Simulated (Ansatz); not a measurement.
AgCl, closed-shell singlet (the spin of the measured ground state), most abundant isotopes (106.9051 and 34.9689 u). Constants from fifth-degree fits in 1/R to seven points on the lowest solution found; no spin–orbit coupling, no relativity up to Kr; ω_e x_e and α_e move by some per cent with the fit.

Correlated levels freeze the inner cores; with def2 sets outer-core shells near the valence are correlated too. CBS: X⁻³ extrapolation of the correlation energy, Hartree–Fock from the larger set.

Run with Ansatz (an electronic-structure program) with Gaussian orbitals. Each number belongs to the level named beside it. In def2 rows elements past Kr take small-core potentials, without spin–orbit coupling.

At CCSD(T)/CBS(def2-TZVPP, def2-QZVPP): B₀ = 0.12232 cm⁻¹, fundamental 344 cm⁻¹.

Task: Taking the state as ¹Σ, work out the ideal-gas entropy and heat capacity at 298.15 K and 1 bar (rigid rotor, harmonic oscillator at the fundamental, no nuclear spin).

Result: 
Translation: S = R(1.5 ln M + 2.5 ln T − 1.1517) with M = 141.874 u gives 170.65 J/(mol K). Rotation: q = kT/(σhcB₀) = 1694.1 with σ = 1 and hc/k = 1.43878 cm K, S = R(ln q + 1) = 70.13. Vibration: u = hcν/kT = 1.660, S = R(u/(eᵘ − 1) − ln(1 − e⁻ᵘ)) = 4.99. Sum S° = 245.8 J/(mol K). C_p = 7R/2 + R u² eᵘ/(eᵘ − 1)² = 35.74 J/(mol K).
